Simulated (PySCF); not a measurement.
C2H9GaN, doublet, geometry from GFN2-xTB (such geometries of metal compounds can be far from the true shape) (the spin is typed, not shown lowest).

The PySCF input:
```python
from pyscf import gto, scf, dft

mol = gto.M(
    atom='''
Ga    0.355652    0.125675    0.458490
C     1.057252    1.028231   -1.367268
H     1.881702    0.474578   -1.820714
H     1.402197    2.046522   -1.178389
H     0.235676    1.079717   -2.085913
C    -1.707799    0.525046    0.931879
H    -2.196294   -0.323234    1.415391
H    -2.247498    0.759459    0.010960
H    -1.792891    1.385373    1.598212
N    -0.396543   -1.793939   -0.883601
H    -1.128874   -1.352949   -1.431240
H    -0.805480   -2.584367   -0.395890
H     0.305348   -2.143112   -1.528061
''',
    basis='6-31g',
    charge=0,
    spin=1,
    verbose=4,
)

mf = dft.UKS(mol)
mf.xc = 'b3lyp'
mf.kernel()
mf.analyze()
```

Task: What does this run give for the dipole moment, nuclear repulsion energy, number of basis functions, HOMO energy, <S^2>?

Result: 
The dipole moment comes out as 4.43 D, the nuclear repulsion energy is 260.8350 Eh and the number of basis functions is 72. The HOMO energy is -3.90 eV and the <S^2> is 0.752.

These values belong to the state on which the SCF converged, which isn't shown to be the lowest.

Task: Roughly what does it cost on one core?

Result: about 15 core-seconds (a rough figure).
